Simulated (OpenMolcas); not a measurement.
**How basis sets differ on BSiH3ClO (SMILES [SiH3]O[B]Cl)**

BSiH3ClO has 7 atoms, charge 0, and is taken as a doublet. SMILES: `[SiH3]O[B]Cl`. Geometry: relaxed at PBE0-D4/def2-TZVP. This is one conformer, not always the lowest.

```tsv
atom	x (Å)	y (Å)	z (Å)
Si	-0.5730	0.7754	0.3748
O	0.0449	-0.6484	-0.2336
B	1.2562	-1.0421	-0.5966
Cl	1.6050	-2.6368	-1.2191
H	-1.2013	0.4568	1.6761
H	0.5156	1.7666	0.5412
H	-1.5863	1.2604	-0.5884
```

Each level gives the dipole moment (D). The values are calculated.

```tsv
level	kind	program	value (D)	CPU time
ROHF/ANO-RCC-MB (DKH2)	Hartree–Fock	OpenMolcas	3.53	6.7 s
ROHF/ANO-S-MB	Hartree–Fock	OpenMolcas	2.96	5.6 s
UHF/STO-3G	Hartree–Fock	OpenMolcas	4.20	1.4 s
UHF/3-21G	Hartree–Fock	OpenMolcas	3.75	1.7 s
UHF/cc-pVDZ	Hartree–Fock	OpenMolcas	2.40	4.6 s
```

The values span 2.40 to 4.20 D. Magnitudes only. Sets without polarisation functions give poor dipoles. CPU times are rough (shared hosts, several kinds of processor and program).
